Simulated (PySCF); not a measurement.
**Relaxation of doublet TiOF**

Computed with UPBE0/[Ti def2-TZVP, O def2-TZVP, F def2-TZVP], no relativity, density fitting, PySCF. A (50,194) grid was used.

A hand-made linear start, of C∞v symmetry, held to at least that symmetry:

Coordinates in bohr (charge 0 multiplicity 2):
```
Ti    0.0000    0.0000   -0.2316
O     0.0000    0.0000   -3.5197
F     0.0000    0.0000    3.5478
```

Question: What does it relax to?

Answer: It ends at C∞v with Ti–F 1.903 Å, Ti–O 1.635 Å; F–Ti–O 180.0°. A frequency run shows 2 imaginary modes (one degenerate set), down to 159i cm⁻¹, so it is a higher-order saddle point. Other isomers or separated fragments may lie lower.

Question: How much energy is released, and in how many steps?

Answer: 32.4 kJ/mol in 4 steps.

Other spin states or occupations of the open shell can lie lower.

The relaxation took 6.7 s on 4 threads of a shared Arm Neoverse V1 host, with 107 basis functions and 5 gradients; the process peaked at 0.53 GiB. Launch command: `OMP_NUM_THREADS=4 python axn.py task.json out`.
